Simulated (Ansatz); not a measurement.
`[O]=[Nb]([OH])([OH])[Cl]` + H–F → `[O]=[Nb]([OH])([F])[Cl]` + H₂O at 500 K and 1 bar (ligand exchange at the Nb–O bond).

Calculated with Ansatz (gas phase, PBE0-D4/def2-TZVP geometries, no zero-point term in ΔE). CCSD(T)/CBS adds triple-zeta CCSD(T) − MP2 to the extrapolated MP2 energy (def2 sets, frozen cores). This one scheme is used for every species. Elements past krypton have def2 core potentials. For Nb outer-core shells are correlated without core-valence functions, which leaves a few kJ/mol of doubt a bond. Each species was taken in one conformer, which may not be the lowest.

| species | CCSD(T)/CBS energy (Eh) | H − E (kJ/mol) | S (J/(mol·K)) |
| --- | --- | --- | --- |
| `[O]=[Nb]([OH])([OH])[Cl]` | -743.65199 | 126.8 | 416.1 |
| H–F | -100.39570 | 39.4 | 188.7 |
| `[O]=[Nb]([OH])([F])[Cl]` | -767.67871 | 93.9 | 401.7 |
| H₂O | -76.37941 | 73.2 | 206.3 |

H − E and S are ideal-gas, rigid-rotor, harmonic terms from PBE0-D4/def2-TZVP, for one conformer and one mirror image of each species. 1 Eh = 2625.50 kJ/mol, R = 8.31446 J/(mol·K).

Q: By hand: ΔE, ΔH, ΔS and ΔG.

A: ΔE = (-767.67871) + (-76.37941) − (-743.65199) − (-100.39570) = -0.01043 Eh = -27.4 kJ/mol. Δ(H − E) = 93.9 + 73.2 − 126.8 − 39.4 = 0.9, so ΔH = -26.5 kJ/mol. ΔS = 401.7 + 206.3 − 416.1 − 188.7 = 3.2 J/(mol·K). ΔG = -26.5 − 500 × (3.2)/1000 = -28.1 kJ/mol.

Q: By hand: the equilibrium constant, and the temperature at which ΔG would vanish if ΔH and ΔS stayed fixed.

A: log₁₀ K = −ΔG/(RT ln 10) = 2.9. ΔH and −TΔS have one sign here, so there is no such temperature.

The number of gas molecules stays the same, so ΔS is small and ΔH decides. A doubt of 5 kJ/mol in ΔE shifts log₁₀ K by 0.5 here. Other conformers and mirror images would add mixing entropy, several J/(mol·K) or more a flexible species. These are equilibria of isolated gas molecules and say nothing of rates. Largest T1 diagnostic: 0.022 (customary marks: 0.02 for closed shells, 0.045 for open ones).

ΔS is within the doubt of such terms, so its sign, and with it that verdict, could turn.
